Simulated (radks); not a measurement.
Results of a calculation; reference values are marked as such.
Q: Spherical quantum dot in the effective-mass picture: electrons in a well V = -V0 / (1 + exp((r - R)/a)) with V0 = 7.36, R = 8.42, a = 0.6, with a point charge +2 (a donor) at the centre, all in effective atomic units (hartree* = m*/eps^2 hartree, bohr* = eps/m* bohr), one dielectric constant everywhere. Level of theory: non-relativistic Kohn-Sham, PBE, spin-polarised, spherical densities (a radial shooting solver with Libxc functionals). Levels are named by radial order and angular momentum (1s, 1p, 1d, 2s, ...), and open shells are averaged over m. At N = 19 the configuration is 1s2 1p6 1d(up 5, down 4) 2s2. Does electron 20 go into 1d down or 1f up or 1f down?

A: Into 1d down. The total energies of the other choices lie higher by 0.0958 hartree* (1f up), 0.102 hartree* (1f down).
